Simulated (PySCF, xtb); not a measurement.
C3H7BFN, SMILES C=CB(F)NC. The values are those of a single conformer.

Harmonic wavenumbers (cm⁻¹) from GFN2-xTB (xtb) at its own minimum, in rising order: 70, 148, 152, 173, 237, 379, 395, 529, 616, 652, 742, 928, 1007, 1041, 1060, 1082, 1111, 1208, 1281, 1317, 1411, 1415, 1465, 1476, 1502, 1662, 2948, 2968, 3023, 3050, 3078, 3111, 3463.

Q: What does ωB97X-D3(BJ)/def2-SVP run with PySCF give at its own minimum? (The exact figures need the calculation; the answer reports its results.)

A: 78, 140, 167, 179, 258, 413, 450, 566, 607, 731, 768, 1019, 1020, 1057, 1085, 1117, 1153, 1242, 1320, 1384, 1439, 1468, 1485, 1488, 1584, 1733, 3049, 3121, 3151, 3168, 3189, 3252, 3670. Paired by order, the mean absolute difference is 57 cm⁻¹ and the zero-point energies are 63.9 and 66.5 kcal/mol.
